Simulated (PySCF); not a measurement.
Mg(OH)(NMe2) (C₂H₇MgNO), SMILES C[N](C)[Mg][OH].

Geometry optimised at PBE0-D3(BJ)/def2-SVP. The structure was generated by enumeration; whether it is a known compound was not checked. Other conformers were not sampled.

Two levels are set side by side: PBE/def2-TZVP (PySCF) and HF/def2-TZVP (PySCF). Same geometry, gas phase. Differences are taken from unrounded values.

| quantity | HF |
|---|---|
| orbital gap (eV) | 9.71 |
| highest occupied level (eV) | -8.47 |
| lowest empty level (eV) | 1.24 |
| dipole moment (D) | 0.64 |
| mean polarisability (bohr³) | 51.1 |

Question: What does PBE give, and how far is it from HF? (Estimate from the structure and the level; the computed values follow.)

Answer: 
```
quantity                       PBE  PBE minus HF
---------------------------  -----  ------------
orbital gap (eV)              2.50         -7.21
highest occupied level (eV)  -4.20          4.27
lowest empty level (eV)      -1.70         -2.94
dipole moment (D)             0.56         -0.08
mean polarisability (bohr³)   64.3          13.2
```

PBE's occupied levels lie high since its potential decays too fast outside the molecule; exact exchange lowers them and widens the gap. Loosely held outer electrons make PBE densities more polarisable. Differences between two approximate levels are no errors against the true value.

Rough cost on one machine, each run with all the roots and properties that it gave: HF against PBE about 1/5.
